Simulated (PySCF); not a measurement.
Some computed properties have been withheld. Give your best values.

Compound: C8H7FO.
SMILES: `CC(=O)c1ccc(F)cc1`

Conformer (atom-mapped SMILES and torsion angles): `[CH3:1][C:2](=[O:3])[c:4]1[cH:5][cH:6][c:7]([F:8])[cH:9][cH:10]1`: C1–C2–C4–C5 179°.

| property | level | value |
| --- | --- | --- |
| rotational constants A, B, C of the GFN2-xTB geometry | GFN2-xTB | 3.702, 0.781, 0.648 GHz |
| dipole moment | PBE0/pcSseg-1 | ? |
| HOMO energy | PBE0/pcSseg-1 | ? |
| LUMO energy | PBE0/pcSseg-1 | ? |
| 13C chemical shifts (computed TMS as zero) by class | GIAO PBE0/pcSseg-1 | ? |
| 1H chemical shifts (computed TMS as zero) by class | GIAO PBE0/pcSseg-1 | ? |
| isotropic shieldings of nuclei other than C and H, by class | GIAO PBE0/pcSseg-1 | ? |

Gas-phase values; electronic properties from PySCF, density fitting. One conformer (not necessarily the lowest) at the GFN2-xTB geometry, without solvent or vibrations. NMR classes are plain means over equivalent atoms (diastereotopic ones count apart unless rotation or inversion swaps them), as if these changed places fast; in this geometry the members of some classes differ.

Task: The dipole moment?

Result: 2.43 D.

Task: Give the 1H chemical shifts (computed TMS as zero) by class.

Result: 8.42 (2 H), 7.41 (2 H), 2.63 (3 H) ppm.

Task: What are the 13C chemical shifts (computed TMS as zero) by class?

Result: 198.3 (1 C), 176.3 (1 C), 137.8 (2 C), 136.5 (1 C), 121.1 (2 C), 28.4 (1 C) ppm.

Task: What is the LUMO energy?

Result: -1.71 eV.

Task: The HOMO energy?

Result: -7.50 eV.

Task: Give the isotropic shieldings of nuclei other than C and H, by class.

Result: -307 (1 O), 277 (1 F) ppm.

The rotational constants make it an asymmetric top with κ = (2B − A − C)/(A − C) = -0.91, nearer the prolate limit (−1). The dipole matches unit charges of opposite sign 0.51 Å apart (1 e·Å = 4.8032 D). With B = h/(8π²I), that is 505.379 GHz u Å² over I, the principal moments of inertia are 136.5, 647.0 and 780.4 u Å² (most abundant isotopes).
